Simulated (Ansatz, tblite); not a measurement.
Removing an electron: GaH3. Charge 0, multiplicity 1. Geometry: r2SCAN-D4/def2-TZVP. Ansatz, gas phase; energy differences of separate SCF runs; the oxidised species was run as a doublet alone.

Cartesian coordinates in Å:
```
Ga -0.0009 -0.0003 -0.0002
H 0.5584 -1.0260 -1.0375
H -0.3900 1.4415 -0.4592
H -0.1675 -0.4151 1.4968
```

The xTB rows come from tblite. Correlated methods freeze 9 core orbitals; core or outer-core shells of Ga are correlated, in sets that lack core-valence functions.

```tsv
level	−HOMO (eV)	vertical IE (eV)	−LUMO (eV)	HOMO–LUMO gap (eV)	remarks
HF/def2-TZVPP	–	10.62	–	–	spin-contaminated (⟨S²⟩ 0.84) (+1 doublet)
r2SCAN-D4/def2-TZVP	7.68	11.09	2.30	5.38	–
CCSD/def2-TZVPP	–	11.38	–	–	spin-contaminated (⟨S²⟩ 0.84) (+1 doublet)
CCSD(T)/def2-TZVPP	–	11.38	–	–	spin-contaminated (⟨S²⟩ 0.84) (+1 doublet)
```

Q: Estimate the rows for GFN1-xTB, GFN2-xTB, PBE0-D4/def2-TZVP, MP2/def2-TZVPP.

A: 
```tsv
level	−HOMO (eV)	vertical IE (eV)	−LUMO (eV)	HOMO–LUMO gap (eV)	remarks
GFN1-xTB	12.35	15.58	5.29	7.06	–
GFN2-xTB	11.81	15.03	6.09	5.72	–
PBE0-D4/def2-TZVP	8.60	11.17	1.82	6.78	–
MP2/def2-TZVPP	–	11.41	–	–	spin-contaminated (⟨S²⟩ 0.84) (+1 doublet)
```

Relaxing the oxidised species (r2SCAN-D4/def2-TZVP) changes its energy by -0.89 eV at PBE0-D4/def2-TZVP, so the adiabatic ionisation energy to this nearest minimum is 10.28 eV.  Run but left out: PBE-D4/def2-TZVP (charge +1 doublet: an occupied level 0.20 eV above an empty one).  Raw xTB energy differences between charge states are shifted by several eV; the methods need an empirical correction for them.
